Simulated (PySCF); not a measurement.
**BeAs: one state, many levels of theory**

State: ⁴Σ⁻ (quartet), unpaired electrons σ ↑, π ↑↑. Set-up: basis Be jorge-DZP-DKH, As jorge-DZP-DKH; spin-free X2C with a Gaussian nucleus; PySCF 2.14. De refers to Be + As in their high-spin ground configurations, without counterpoise correction. The functionals are run spin-unrestricted. A positive dipole means Be(−)As(+).

```csv
Level,Re (Å),ωe (cm⁻¹),De (eV),μ (D),"CPU s a point (SCF and correlation, without the integrals)"
UHF,2.185,518,0.74,-0.70,0.24
UHF-MP2,2.140,559,0.99,n/a,0.42
UHF-SCS-MP2,2.161,537,0.82,n/a,n/a
UHF-CCSD,2.163,518,0.73,n/a,n/a
UHF-CCSD(T),2.164,519,0.81,n/a,6.8
LDA,2.146,539,1.87,0.41,0.51
PBE,2.181,513,1.55,0.30,0.77
BP86,2.184,510,1.51,0.23,0.55
r²SCAN,2.172,522,1.60,-0.04,1.2
PBE0,2.169,526,1.44,0.00,1.2
BHandHLYP,2.165,530,1.24,-0.17,0.73
```

The bond length runs from 2.140 Å (UHF-MP2) to 2.185 Å (UHF). De spans 0.73 eV (UHF-CCSD, coupled cluster) to 1.87 eV (LDA, local density). Correlation at CCSD(T) changes the Hartree–Fock bond energy by +0.07 eV; the triples alone change it by +0.08 eV.

Correlated steps freeze 9 core orbitals. Correlated levels converge slowly with the basis: in double zeta they bind strong bonds too weakly, by up to about 1 eV, and carry superposition errors of some tenths. Spin–orbit coupling is left out. Counting both spins, an empty level lies below a filled one in some of these solutions, because spin and occupation are held. The state is the lowest determinant that a PBE0 search found; another state may lie lower at other levels.

The whole job (state search and all levels along the bond) took about 2.9 min on 1 thread of Arm Neoverse V1 (shared host), peak memory 0.77 GiB.
